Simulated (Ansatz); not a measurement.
A nudged elastic band was laid between two geometries of CH₇BN₂OSi (13 atoms, charge 0, multiplicity 1).

Level of theory: RKS PBE/6-31G* in Ansatz 0.2.0.

| Quantity | Value |
| --- | --- |
| movable images | 7 |
| climbing image | yes |
| spring | 5.0 eV/Å² |
| optimiser | quadratic models (default) |
| start path | through a guess of the saddle point |
| force threshold | 0.03 eV/Å |
| iteration limit | 60 |
| end points | relaxed |

First end point:

```xyz
13
Properties=species:S:1:pos:R:3
B -0.964 -2.060 -0.127
Si 0.026 -0.533 0.678
N 1.552 -0.837 -0.158
N -0.676 1.055 0.461
C -0.206 2.001 -0.250
O -0.818 3.204 -0.391
H -1.206 -2.060 -1.313
H -1.147 -3.096 0.464
H 0.375 -0.643 2.134
H 2.400 -1.109 0.339
H 1.590 -1.094 -1.144
H 0.732 2.000 -0.834
H -1.638 3.137 0.155
```

Last end point:

```xyz
13
Properties=species:S:1:pos:R:3
B -0.299 -1.933 -0.334
Si -0.122 -0.378 0.905
N 1.189 -1.334 -0.109
N 0.046 1.314 0.422
C -0.907 1.938 -0.160
O -0.803 3.231 -0.542
H -0.735 -1.710 -1.438
H -0.461 -3.014 0.180
H 0.413 -0.459 2.307
H 1.881 -1.912 0.375
H 1.620 -0.837 -0.894
H -1.906 1.554 -0.434
H 0.104 3.506 -0.262
```

**Question.** What changes between the two ends?

**Answer.** Bonds formed: B1–N3. The height of N3 over the plane of its neighbours goes from 0.13 to -0.26 Å.

**Question.** Give the energies along the band, and the barrier.

**Answer.** The run converged. The highest image is number 0 of 0 to 8, 0.000 eV above the first end and 0.585 eV above the last; the last end lies 0.585 eV below the first. The highest image is an end point: on this band no image between the ends rises above it. Between wells the path still climbs a hump at image 5, 0.01 eV above the well before it.

| image | path coordinate (Å) | energy (eV) | B1–N3 (Å) | height of N3 over the plane of its neighbours (Å) |
| --- | --- | --- | --- | --- |
| 0 | 0.00 | 0.000 | 2.80 | 0.13 |
| 1 | 0.16 | 0.000 | 2.72 | 0.12 |
| 2 | 0.94 | -0.103 | 2.12 | -0.14 |
| 3 | 1.71 | -0.542 | 1.63 | -0.23 |
| 4 | 2.49 | -0.557 | 1.62 | -0.24 |
| 5 | 3.27 | -0.552 | 1.61 | -0.25 |
| 6 | 4.05 | -0.559 | 1.62 | -0.25 |
| 7 | 4.83 | -0.579 | 1.62 | -0.25 |
| 8 | 5.60 | -0.585 | 1.62 | -0.26 |

The band took 34 iterations and about 16 core-minutes.

Run time: 8.2 min on 2 threads of Arm Neoverse V2, on a shared host, peak memory 0.15 GiB.
